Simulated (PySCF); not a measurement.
C5H4F4O2.
SMILES: `F[C@@H]1C=CO[C@@H]1OC(F)(F)F`

Level: wB97X-D/def2-SVPD in PySCF, non-relativistic, on one gas-phase PBE0-D3(BJ)/def2-SVP geometry that isn't relaxed in the solvent. The solvent is an IEF-PCM continuum (van der Waals radii × 1.2), and excitations are vertical TDDFT with non-equilibrium linear response and a frozen core. The model holds no explicit solvent molecules, cavitation or dispersion.

Gas-phase singlets (H = HOMO, L = LUMO):

| state | E (eV) | λ (nm) | f | leading configuration |
| --- | --- | --- | --- | --- |
| S1 | 6.292 | 197 | 0.153 | H→L 94% |
| S2 | 7.131 | 174 | 0.019 | H→L+1 87% |
| S3 | 7.989 | 155 | 0.015 | H→L+2 52% |
| S4 | 8.126 | 153 | 0.003 | H-1→L 86% |
| S5 | 8.261 | 150 | 0.019 | H→L+4 76% |

Task: Give the list for chloroform (ε = 4.711), n² = 2.09.

Result: 
| state | E (eV) | λ (nm) | f | leading configuration | change by rank (eV) |
| --- | --- | --- | --- | --- | --- |
| S1 | 6.229 | 199 | 0.198 | H→L 95% | -0.063 |
| S2 | 7.191 | 172 | 0.028 | H→L+1 72% | +0.060 |
| S3 | 8.131 | 152 | 0.030 | H→L+3 54% | +0.142 |
| S4 | 8.199 | 151 | 0.002 | H-1→L 85% | +0.073 |
| S5 | 8.253 | 150 | 0.029 | H→L+4 60% | -0.008 |

Task: The ground-state energy changes by -0.190 eV from gas to chloroform. By how much does the total energy of gas-phase S1 change?

Result: E(S1) = E(S0) + excitation energy, so it changes by -0.190 − 0.063 = -0.253 eV: it is lowered more than the ground state, which is what a red shift means. This is the vertical state, with the slow part of the continuum still set for S0.

Task: How do the frontier levels move from gas to chloroform?

Result: 
| orbital | gas (eV) | solvent (eV) | change (eV) |
| --- | --- | --- | --- |
| LUMO+2 | 2.78 | 2.86 | +0.08 |
| LUMO+1 | 2.16 | 2.38 | +0.22 |
| LUMO | 1.35 | 1.57 | +0.22 |
| HOMO | -9.30 | -9.09 | +0.21 |
| HOMO-1 | -11.83 | -11.72 | +0.11 |
| HOMO-2 | -12.21 | -12.10 | +0.11 |
| HOMO-3 | -12.52 | -12.45 | +0.07 |

The HOMO–LUMO gap goes from 10.65 to 10.67 eV. Rows go by rank; for LUMO+2 the atom shares or the degeneracy differ between the runs, so the row needn't follow one orbital.

Conformer computed: `[F:1][C@@H:2]1[CH:3]=[CH:4][O:5][C@@H:6]1[O:7][C:8]([F:9])([F:10])[F:11]`: O5–C6–O7–C8 87°, C6–O7–C8–F9 179°.

wB97X-D is run here without its empirical dispersion term; that term would change no orbital, density or response property at a fixed geometry.
